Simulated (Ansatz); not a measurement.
Molecule: sum formula CuOH, charge 0, multiplicity 1. 
Structure (B3LYP-D3(BJ)/def2-TZVP (Ansatz, a program for electronic structure) minimum search):
```
O
H 1 0.9649
Cu 1 1.7954 2 108.72
```

Quantity: vertical ionisation energy (to the doublet state of charge +1; each state is the SCF solution reached for its spin; for the doublet T1 is 0.045; for the singlet T1 is 0.039), in eV. Valence correlation only, unless marked. Open shells are spin-unrestricted. No spin-orbit coupling. The frozen core is the preceding noble-gas configuration, with the filled d and f shells of earlier blocks. No relativistic terms. CBS(X,Y): correlation extrapolated as X^-3; Hartree-Fock from the larger set. The bracket is a focal-point correction in the basis named.

```csv
level,program,vertical ionisation energy (eV)
PBE0/def2-TZVPD,Ansatz,9.14
BHLYP/def2-TZVPD,Ansatz,8.95
wB97M-V/def2-TZVPD,Ansatz,9.23
wB97X-V/def2-TZVPD,Ansatz,9.18
RI-MP2/def2-TZVPPD,Ansatz,9.76
"RI-MP2/CBS(def2-TZVPPD,def2-QZVPPD)+[CCSD(T)-MP2]/def2-SVPD",Ansatz,9.51
"RI-MP2/CBS(def2-TZVPPD,def2-QZVPPD)+[CCSD(T)-MP2]/def2-TZVPPD",Ansatz,9.48
```
